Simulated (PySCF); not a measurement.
A structure optimised at r2SCAN-D4/def2-SVP, used in a PySCF frequency run:

```xyz
9

Al     0.4451     0.6533     0.0000
F     -0.4180     2.0806     0.0000
H      2.0189     0.6726     0.0000
N     -0.4766    -0.8560     0.0000
C      0.0351    -2.2143     0.0000
H     -1.4943    -0.8311     0.0000
H     -0.2805    -2.7889    -0.8913
H     -0.2805    -2.7889     0.8913
H      1.1373    -2.2048     0.0000
```

### Question
Write its SMILES, formula and point group.

### Answer
C[NH][AlH][F], CH₅AlFN, Cs

### Question
What are its rotational constants (standard atomic weights)?

### Answer
23.789, 2.7343, 2.4912 GHz
